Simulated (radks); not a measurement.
Values are calculated unless marked as measured or tabulated.
All-electron atom: Nd3+ in [Xe] 4f2.75 5f0.25 (fractional occupations, a model configuration).

Code: a radial shooting solver on a logarithmic mesh with Libxc functionals. Model: Dirac Kohn-Sham, exchange-only PBE, spin-unpolarised, spherical densities, finite nucleus; open shells fill j = l - 1/2 first; Fermi nuclear charge, rms radius 4.9123 fm.

Energy parts (hartree):
| part | energy |
|---|---|
| total | -9624.5345 |
| kinetic | 10381.9031 |
| electron-nucleus | -23452.5892 |
| Hartree | 3664.9025 |
| exchange | -218.7509 |

Orbitals (lengths in bohr, moments of r in powers of bohr; r(max) is where P^2 peaks):
| orbital | occ. | eigenvalue (hartree) | r(max) |
|---|---|---|---|
| 1s1/2 | 2 | -1594.574 | 0.01510 |
| 2s1/2 | 2 | -258.8072 | 0.08566 |
| 2p1/2 | 2 | -244.9225 | 0.06508 |
| 2p3/2 | 4 | -225.8107 | 0.07053 |
| 3s1/2 | 2 | -57.11179 | 0.2440 |
| 3p1/2 | 2 | -51.18054 | 0.2309 |
| 3p3/2 | 4 | -47.36663 | 0.2426 |
| 3d3/2 | 4 | -37.03229 | 0.1942 |
| 3d5/2 | 6 | -36.20804 | 0.1975 |
| 4s1/2 | 2 | -12.31434 | 0.5651 |
| 4p1/2 | 2 | -10.07280 | 0.5723 |
| 4p3/2 | 4 | -9.23943 | 0.5972 |
| 4d3/2 | 4 | -5.55079 | 0.6124 |
| 4d5/2 | 6 | -5.40250 | 0.6205 |
| 4f5/2 | 2.75 | -1.19232 | 0.6450 |
| 4f7/2 | 0 | -1.17493 | 0.6495 |
| 5s1/2 | 2 | -2.50501 | 1.300 |
| 5p1/2 | 2 | -1.87597 | 1.411 |
| 5p3/2 | 4 | -1.74915 | 1.477 |
| 5d3/2 | 0 | -0.91078 | 1.896 |
| 5d5/2 | 0 | -0.89757 | 1.925 |
| 5f5/2 | 0.25 | -0.37271 | 4.095 |
| 5f7/2 | 0 | -0.37206 | 4.108 |
| 6s1/2 | 0 | -0.81083 | 3.079 |
| 6p1/2 | 0 | -0.65351 | 3.505 |
| 6p3/2 | 0 | -0.63001 | 3.635 |

The highest occupied level is 5f5/2 at -10.142 eV. The configuration is held as typed, so some empty levels lie below it. Summed over all electrons, <r^2> = 42.89 bohr^2, which gives a Langevin (diamagnetic) susceptibility term of -34 x 10^-6 cm^3/mol. The electron density at the nucleus is 4.536e+05 e/bohr^3. The density falls to 0.001 e/bohr^3 at r = 3.52 bohr.
